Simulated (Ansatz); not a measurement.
ZrF2Cl2 (ZrCl₂F₂). Total charge 0; singlet. Geometry r2SCAN-D4/def2-SVP.

```xyz
5

Zr    0.0183    0.0165    0.0864
F    -0.5686   -1.0123    1.5589
F     1.0558    1.4529    0.7432
Cl   -1.8387    0.8587   -1.0667
Cl    1.3332   -1.3159   -1.3218
```

In the def2 sets Zr takes a core potential; there is no spin–orbit coupling. LC-ωPBE has ω = 0.4 bohr⁻¹.

Task: Estimate the orbital energies around the gap (eV) in Ansatz with PBE-D4/def2-SVP, PBE-D4/def2-TZVPD, BLYP-D4/def2-TZVP, LC-ωPBE/def2-TZVP, ωB97X-V/def2-TZVP.

Result: 
```
orbital  PBE-D4/def2-SVP  PBE-D4/def2-TZVPD  BLYP-D4/def2-TZVP  LC-ωPBE/def2-TZVP  ωB97X-V/def2-TZVP
 HOMO−5            -9.65              -9.74              -9.54             -14.06             -13.68
 HOMO−4            -9.33              -9.44              -9.25             -13.75             -13.38
 HOMO−3            -8.80              -8.92              -8.74             -13.27             -12.88
 HOMO−2            -8.50              -8.64              -8.46             -12.91             -12.52
 HOMO−1            -8.48              -8.62              -8.44             -12.90             -12.52
   HOMO            -8.27              -8.41              -8.22             -12.58             -12.20
   LUMO            -2.92              -3.12              -2.96              -0.03              -0.11
 LUMO+1            -2.85              -3.04              -2.88               0.13               0.05
 LUMO+2            -2.08              -2.32              -2.20               0.70               0.58
 LUMO+3            -1.66              -1.89              -1.78               1.05               0.89
 LUMO+4            -1.37              -1.65              -1.54               1.24               1.11
 LUMO+5            -1.15              -1.28              -1.24               1.35               1.22
```
